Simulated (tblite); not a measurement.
Record of a relaxation.

C7H11GeN.
Bonds: C1–C2 (double), C2–Ge3, Ge3–C4, C4–C5, C5–C6, C6–C7, Ge3–N8, N8–C9 (double), C1–C9, Ge3–C7. Hydrogens: H10 on C1; H11 on C2; H12, H13 on C4; H14, H15 on C5; H16, H17 on C6; H18, H19 on C7; H20 on C9.

Computed with GFN2-xTB (tblite), gas phase: L-BFGS steps from a force-field or distance-geometry start until the largest atomic force falls under 0.01 eV/Å. 3 of its 60 geometries are shown.

Step 0: E = -689.8745 eV, largest atomic force 2.868 eV/Å
```
atom  x, y, z in Å  |  force x, y, z in eV/Å
C1      2.927   -0.402    0.074    1.696  -1.883  -1.343
C2      1.858   -0.948   -0.506    0.188  -0.579  -0.220
Ge3     0.397    0.065    0.168    1.051   0.376  -0.333
C4     -1.008   -0.858    1.017   -1.855  -1.376   1.343
C5     -2.122   -0.609    0.010   -0.129   0.029  -1.012
C6     -1.999    0.837   -0.446    0.598   0.631   0.880
C7     -0.657    0.947   -1.183   -0.802   0.357   0.151
N8      1.517    1.120    1.150    0.180   0.452   0.511
C9      2.692    0.687    0.936    1.033   1.766   1.533
H10     3.925   -0.812   -0.140   -0.215   0.485   0.346
H11     1.856   -1.791   -1.179    0.259   0.113   0.069
H12    -1.293   -0.400    2.005    0.298  -0.611  -0.778
H13    -0.890   -1.969    1.123    0.110   1.015   0.254
H14    -3.112   -0.802    0.410   -0.071  -0.242  -0.017
H15    -1.926   -1.209   -0.913   -0.443  -0.007   0.777
H16    -2.842    1.189   -1.024   -0.203   0.079  -0.064
H17    -1.869    1.426    0.509   -0.560  -0.089  -0.965
H18    -0.355    1.967   -1.387   -0.135   0.087  -0.139
H19    -0.652    0.358   -2.090   -0.108   0.075  -0.316
H20     3.548    1.216    1.465   -0.894  -0.675  -0.676
```

Step 30: E = -690.5774 eV, largest atomic force 0.040 eV/Å
```
atom  x, y, z in Å  |  force x, y, z in eV/Å
C1      3.128   -0.462    0.062   -0.009   0.008  -0.004
C2      2.068   -1.009   -0.531   -0.011  -0.013  -0.002
Ge3     0.478   -0.002    0.111    0.017  -0.004   0.027
C4     -1.092   -0.882    0.994   -0.013  -0.011   0.033
C5     -2.242   -0.587    0.037    0.018  -0.007   0.000
C6     -2.100    0.841   -0.485    0.005   0.019  -0.002
C7     -0.730    1.002   -1.131    0.006   0.009  -0.014
N8      1.633    1.051    1.167   -0.023  -0.001  -0.027
C9      2.821    0.661    0.956   -0.003   0.023   0.021
H10     4.157   -0.767   -0.061   -0.016  -0.018  -0.017
H11     2.106   -1.843   -1.208    0.028   0.006  -0.017
H12    -1.261   -0.405    1.958   -0.011   0.006   0.007
H13    -0.959   -1.947    1.162   -0.004  -0.001  -0.013
H14    -3.205   -0.723    0.532    0.008   0.002  -0.005
H15    -2.198   -1.272   -0.813   -0.003  -0.038   0.012
H16    -2.893    1.074   -1.198   -0.031  -0.016  -0.004
H17    -2.190    1.530    0.357    0.021   0.022   0.005
H18    -0.454    2.045   -1.250    0.008   0.019   0.000
H19    -0.710    0.530   -2.112   -0.012   0.003  -0.030
H20     3.639    1.174    1.452    0.025  -0.008   0.027
```

Step 59: E = -690.5802 eV, largest atomic force 0.009 eV/Å
```
atom  x, y, z in Å  |  force x, y, z in eV/Å
C1      3.127   -0.461    0.062    0.002   0.003  -0.002
C2      2.072   -0.993   -0.555    0.002   0.003   0.002
Ge3     0.479    0.006    0.092   -0.002  -0.002   0.001
C4     -1.081   -0.865    1.002   -0.001   0.002  -0.001
C5     -2.237   -0.586    0.050   -0.002   0.001  -0.002
C6     -2.104    0.836   -0.495    0.001   0.001   0.000
C7     -0.740    0.999   -1.154    0.001   0.000   0.000
N8      1.627    1.038    1.175    0.004   0.003  -0.004
C9      2.814    0.637    0.986    0.002  -0.003  -0.003
H10     4.155   -0.766   -0.066   -0.002  -0.006   0.006
H11     2.126   -1.803   -1.260   -0.001   0.007  -0.001
H12    -1.242   -0.373    1.960    0.001  -0.003   0.003
H13    -0.945   -1.928    1.183   -0.001   0.001  -0.001
H14    -3.196   -0.713    0.555    0.000  -0.001   0.000
H15    -2.200   -1.289   -0.786   -0.001  -0.001   0.000
H16    -2.908    1.051   -1.203    0.001  -0.003   0.000
H17    -2.188    1.537    0.338    0.001   0.002   0.000
H18    -0.468    2.043   -1.276   -0.003   0.001   0.002
H19    -0.725    0.525   -2.134    0.001  -0.004   0.003
H20     3.627    1.117    1.523   -0.004  -0.001  -0.002
```

**Question.** Summarise the path.

**Answer.** The energy falls by 16.27 kcal/mol from step 0 to step 59; nine tenths of that is first reached at step 11. It falls at every step. The largest force goes from 2.868 to 0.009 eV/Å. Among the bonds Ge3–C4 changes most, from 1.883 to 2.005 Å; the atoms move by 0.196 Å rms after alignment.

**Question.** Follow the three bonds and two angles with the largest change from start to end.

**Answer.** 
```csv
step,E above end (kcal/mol),largest force (eV/Å),Ge3–C4 (Å),C2–Ge3 (Å),Ge3–C7 (Å),C2–Ge3–C7 (°),Ge3–C7–C6 (°)
0,16.27,2.868,1.883,1.901,1.927,114.5,96.2
3,7.05,0.616,1.985,1.921,1.965,115.9,96.8
5,4.75,0.648,1.992,1.957,1.988,116.4,97.2
8,2.52,0.332,1.994,1.977,1.998,118.0,98.9
10,1.73,0.297,2.015,1.967,2.004,119.8,100.0
13,0.95,0.214,2.022,1.986,2.014,120.7,101.1
15,0.73,0.109,2.015,1.995,2.014,120.4,101.5
18,0.51,0.237,2.015,1.987,2.010,120.8,102.2
21,0.33,0.124,2.012,1.988,2.006,121.8,102.8
23,0.25,0.133,2.008,1.990,2.005,121.9,102.8
26,0.16,0.095,2.008,1.985,2.006,121.9,102.9
28,0.09,0.115,2.008,1.985,2.004,122.3,103.1
31,0.06,0.058,2.004,1.990,2.003,122.4,103.0
33,0.04,0.037,2.004,1.990,2.004,122.3,102.9
36,0.03,0.037,2.006,1.988,2.006,122.4,102.9
38,0.03,0.019,2.006,1.989,2.005,122.4,102.9
41,0.03,0.016,2.006,1.989,2.004,122.4,102.9
44,0.03,0.022,2.007,1.989,2.005,122.3,102.9
46,0.02,0.030,2.007,1.989,2.005,122.3,102.9
49,0.01,0.027,2.006,1.990,2.004,122.4,102.9
51,0.01,0.034,2.006,1.989,2.004,122.4,102.9
54,0.00,0.015,2.005,1.989,2.005,122.3,102.9
56,0.00,0.019,2.005,1.989,2.005,122.3,102.9
59,0.00,0.009,2.005,1.989,2.006,122.2,102.9
```

What follows is the cost of the whole relaxation. Time: 0.42 s. Hardware: one thread of an Arm Neoverse V2 (shared host).
